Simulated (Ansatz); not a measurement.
## An input for InCNCl2O (SMILES O=C=[N][In]([Cl])[Cl])

InCNCl2O: 6 atoms, total charge 0, spin state singlet. SMILES: `O=C=[N][In]([Cl])[Cl]`. Geometry: a GFN2-xTB relaxation, a rough one for these elements and not checked as a minimum.

```xyz
6

O     1.3445   -2.2467    1.4774
C     0.8974   -1.4851    0.7323
N     0.4812   -0.7628   -0.1235
In   -0.5608    0.9287   -0.5349
Cl   -0.5630    1.5308   -2.7244
Cl   -1.5994    2.0351    1.1731
```

Settings wanted:

| Setting | Value |
| --- | --- |
| basis set | def2-QZVP |
| core potential | def2-QZVP |
| integral approximation | automatic |
| task | energy |
| method | HF |
| dispersion | none |
| reference | RHF |
| relativity | none |
| accuracy | medium |
| threads | 8 |

Q: Give an Ansatz 0.2.0 job that does this.

A: One that was run (others would do as well):

in.yaml:
```yaml
crystal:
  periodic: [false, false, false]
  atoms:
    - {symbol: O, position_ang: [1.344550, -2.246660, 1.477400]}
    - {symbol: C, position_ang: [0.897450, -1.485150, 0.732280]}
    - {symbol: N, position_ang: [0.481190, -0.762820, -0.123550]}
    - {symbol: In, position_ang: [-0.560800, 0.928730, -0.534880]}
    - {symbol: Cl, position_ang: [-0.562980, 1.530820, -2.724380]}
    - {symbol: Cl, position_ang: [-1.599410, 2.035080, 1.173140]}
basis:
  gaussian: {orbitals: def2-QZVP.json}
hamiltonian: {xc: hf}
```

```bash
$ ansatz run in.yaml --threads 8 --pin off --max-ram 55680MiB --events-out events.jsonl --progress --plain --runs-dir runs
```

(Basis files named in the input come from the Basis Set Exchange and aren't shown.)

Calculated total energy: -1275.67153 Eh.
